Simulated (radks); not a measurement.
Q: All-electron atom: neutral platinum in [Xe] 4f14 5d9 6s1. Calculated with a radial shooting solver on a logarithmic mesh with Libxc functionals: scalar-relativistic Kohn-Sham, LDA (Slater exchange, VWN5 correlation), spin-polarised, spherical densities, finite nucleus; open shells are filled with parallel spins first (spin-orbit coupling, left out, can overturn this in heavy ions); Fermi nuclear charge, rms radius 5.427 fm. Some entries of the table are withheld. Estimate them.

orbital,occ.,eigenvalue (hartree),<r^2> (bohr^2)
1s up,1,-2878.689,0.0004067
1s down,1,-2878.688,0.0004067
2s up,1,-505.7998,0.006210
2s down,1,-505.7974,0.006210
2p up,3,-438.6856,0.005204
2p down,3,-438.6835,0.005204
3s up,1,-118.7965,0.04011
3s down,1,-118.7951,0.04011
3p up,3,-99.24200,0.04110
3p down,3,-99.24054,0.04110
3d up,5,-77.95378,0.03403
3d down,5,-77.95186,0.03403
4s up,1,-25.50113,0.1948
4s down,1,-25.49839,0.1948
4p up,3,-19.08289,0.2223
4p down,3,-19.08007,0.2223
4d up,5,-11.27399,0.2538
4d down,5,-11.27066,0.2537
5s up,1,-3.75941,1.018
5s down,1,-3.74315,1.015
4f up,7,(1),(2)
4f down,7,(3),(4)
5p up,3,-2.07668,1.383
5p down,3,-2.05637,1.377
5d up,5,-0.24651,3.525
6s up,1,-0.23213,(5)
5d down,4,-0.21753,3.518
6s down,0,-0.20059,(6)

A: 
(1) 4f up eigenvalue (hartree): -2.59150
(2) 4f up <r^2> (bohr^2): 0.3251
(3) 4f down eigenvalue (hartree): -2.58689
(4) 4f down <r^2> (bohr^2): 0.3244
(5) 6s up <r^2> (bohr^2): 9.523
(6) 6s down <r^2> (bohr^2): 9.967
